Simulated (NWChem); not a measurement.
System: SbHOCl$_{2}$; SMILES [OH][Sb]([Cl])[Cl]

```xyz
5

Sb     0.4479    -0.3189     0.0000
Cl    -1.1059     0.0540     1.7935
Cl    -1.1059     0.0540    -1.7935
O      1.3387     1.4638     0.0000
H      0.6830     2.1919     0.0000
```
Atoms are numbered in this order, from 1.

Level: PBE-D3(BJ)/def2-SVP with def2 effective core potentials on Sb (NWChem), optimised geometry, unscaled harmonic frequencies. def2 effective core potentials on Sb; no spin-orbit coupling.

```json
[
 {"frequency (cm⁻¹)": "95", "IR intensity (km/mol)": "18.1"},
 {"frequency (cm⁻¹)": "117", "IR intensity (km/mol)": "2.1"},
 {"frequency (cm⁻¹)": "167", "IR intensity (km/mol)": "13.9"},
 {"frequency (cm⁻¹)": "254", "IR intensity (km/mol)": "109.4"},
 {"frequency (cm⁻¹)": "346", "IR intensity (km/mol)": "69.9"},
 {"frequency (cm⁻¹)": "357", "IR intensity (km/mol)": "33.1"},
 {"frequency (cm⁻¹)": "598", "IR intensity (km/mol)": "78.6"},
 {"frequency (cm⁻¹)": "833", "IR intensity (km/mol)": "51.5"},
 {"frequency (cm⁻¹)": "3676", "IR intensity (km/mol)": "76.2"}
]
```

```yaml
zero_point_energy: 9.2 kcal/mol
thermal correction to the enthalpy at 298.15 K (with zero-point energy): 13.8 kcal/mol
heat capacity Cv: 18.3 cal/(mol K)
entropy at 298.15 K and 1 atm (symmetry number 1): 84.0 cal/(mol K)
```

Rigid rotor and harmonic oscillator; modes under 100 cm⁻¹ make the entropy uncertain.
